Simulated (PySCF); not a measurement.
C5H10O2, triplet, at a GFN2-xTB geometry (a higher spin typed on purpose: for a closed-shell molecule this is an excited state), with bond 16-4 at 1.6 times its length; DF-TPSS/def2-SV(P) in PySCF.

Input for PySCF:
```python
from pyscf import gto, scf, dft

mol = gto.Mole()
mol.atom = '''
    C    -0.736255    0.180313    1.501626
    C    -0.605208    0.184055   -0.004985
    C    -1.560346   -0.772882   -0.683185
    C    -0.641738    1.567733   -0.617473
    C     0.968487   -0.349341   -0.396866
    O     1.842172    0.556625    0.136105
    O     1.025523   -1.596395   -0.199874
    H    -0.065940    0.907064    1.956274
    H    -1.759339    0.436985    1.780354
    H    -0.519297   -0.809438    1.899640
    H    -2.579655   -0.400562   -0.575852
    H    -1.496432   -1.762376   -0.239590
    H    -1.334736   -0.857127   -1.743274
    H     0.115091    2.213778   -0.181042
    H    -0.481933    1.520162   -1.691684
    H    -2.213642    2.267281   -0.322671
    H     2.255213    0.205460    0.943838
'''
mol.basis = 'def2-sv(p)'
mol.charge = 0
mol.spin = 2
mol.verbose = 4
mol.build()

mf = dft.UKS(mol)
mf.xc = 'tpss'
mf.diis_space = 4
mf = mf.density_fit(auxbasis='def2-universal-jkfit')
mf.kernel()
```

Q: Write the output that PySCF gives for this input, abridged.

A: 
```
PySCF version 2.14.0

[INPUT] verbose = 4
[INPUT] num. atoms = 17
[INPUT] num. electrons = 56
[INPUT] charge = 0
[INPUT] spin (= nelec alpha-beta = 2S) = 2
[INPUT] symmetry False subgroup None
[INPUT] Mole.unit = angstrom
[INPUT] Symbol           X                Y                Z      unit          X                Y                Z       unit  Magmom
[...]
nuclear repulsion = 325.255474258665
number of shells = 62
number of NR pGTOs = 208
number of NR cGTOs = 118
basis = def2-sv(p)
ecp = {}

******** <class 'pyscf.df.df_jk.DFUKS'> ********
method = DFUKS
initial guess = minao
damping factor = 0
level_shift factor = 0
DIIS = <class 'pyscf.scf.diis.CDIIS'>
diis_start_cycle = 1
diis_space = 4
diis_damp = 0
SCF conv_tol = 1e-09
SCF conv_tol_grad = None
SCF max_cycles = 50
direct_scf = False
number electrons alpha = 29  beta = 27
XC library pyscf.dft.libxc version 7.1.2
    S. Lehtola, C. Steigemann, M. J. T. Oliveira, and M. A. L. Marques,  SoftwareX 7, 1–5 (2018)
XC functionals = tpss
    J. Tao, J. P. Perdew, V. N. Staroverov, and G. E. Scuseria,  Phys. Rev. Lett. 91, 146401 (2003)
    J. P. Perdew, J. Tao, V. N. Staroverov, and G. E. Scuseria,  J. Chem. Phys. 120, 6898 (2004)
    J. Tao, J. P. Perdew, V. N. Staroverov, and G. E. Scuseria,  Phys. Rev. Lett. 91, 146401 (2003)
    J. P. Perdew, J. Tao, V. N. Staroverov, and G. E. Scuseria,  J. Chem. Phys. 120, 6898 (2004)
radial grids:
    Treutler-Ahlrichs [JCP 102, 346 (1995); DOI:10.1063/1.469408] (M4) radial grids

becke partition: Becke, JCP 88, 2547 (1988); DOI:10.1063/1.454033
pruning grids: <function nwchem_prune>
grids dens level: 3
symmetrized grids: False
atomic radii adjust function: <function treutler_atomic_radii_adjust>
small_rho_cutoff = 0
Set gradient conv threshold to 3.16228e-05
tot grids = 196840
init E= -346.941764690164

cycle= 1 E= -346.250307273994  delta_E= 0.691  |g|= 0.771  |ddm|= 3.03

cycle= 2 E= -342.628976868738  delta_E= 3.62  |g|=  2.3  |ddm|= 4.34

cycle= 3 E= -346.29378172402  delta_E= -3.66  |g|= 0.661  |ddm|= 4.25

cycle= 4 E= -346.506519172302  delta_E= -0.213  |g|= 0.33  |ddm|= 1.15

cycle= 5 E= -346.547357096988  delta_E= -0.0408  |g|= 0.144  |ddm|= 0.432

cycle= 6 E= -346.553960055994  delta_E= -0.0066  |g|= 0.107  |ddm|= 0.268

cycle= 7 E= -346.558705991538  delta_E= -0.00475  |g|= 0.0321  |ddm|= 0.152

cycle= 8 E= -346.558704653588  delta_E= 1.34e-06  |g|= 0.0341  |ddm|= 0.0645

cycle= 9 E= -346.559231932014  delta_E= -0.000527  |g|= 0.0055  |ddm|= 0.034

cycle= 10 E= -346.559211663496  delta_E= 2.03e-05  |g|= 0.00778  |ddm|= 0.0169

cycle= 11 E= -346.559244112472  delta_E= -3.24e-05  |g|= 0.00331  |ddm|= 0.0127

cycle= 12 E= -346.559236792331  delta_E= 7.32e-06  |g|= 0.00501  |ddm|= 0.00752

cycle= 13 E= -346.559248249219  delta_E= -1.15e-05  |g|= 0.00105  |ddm|= 0.00564

cycle= 14 E= -346.559248560923  delta_E= -3.12e-07  |g|= 0.000705  |ddm|= 0.00176

cycle= 15 E= -346.559248699065  delta_E= -1.38e-07  |g|= 0.000459  |ddm|= 0.000992

cycle= 16 E= -346.559248774677  delta_E= -7.56e-08  |g|= 0.000365  |ddm|= 0.00112

cycle= 17 E= -346.55924879674  delta_E= -2.21e-08  |g|= 0.00033  |ddm|= 0.00058

cycle= 18 E= -346.559248820399  delta_E= -2.37e-08  |g|= 0.000225  |ddm|= 0.00049

cycle= 19 E= -346.559248843164  delta_E= -2.28e-08  |g|= 8.62e-05  |ddm|= 0.00028

cycle= 20 E= -346.559248844148  delta_E= -9.85e-10  |g|= 7.66e-05  |ddm|= 0.000137

cycle= 21 E= -346.559248846422  delta_E= -2.27e-09  |g|= 5.38e-05  |ddm|= 0.000157

cycle= 22 E= -346.559248847519  delta_E= -1.1e-09  |g|= 4.64e-05  |ddm|= 0.000106

cycle= 23 E= -346.559248848164  delta_E= -6.45e-10  |g|= 2.78e-05  |ddm|= 6.25e-05

Extra cycle  E= -346.559248844618  delta_E= 3.55e-09  |g|= 9.38e-05  |ddm|= 0.000128
converged SCF energy = -346.559248844618  <S^2> = 2.0203203  2S+1 = 3.0135164
```
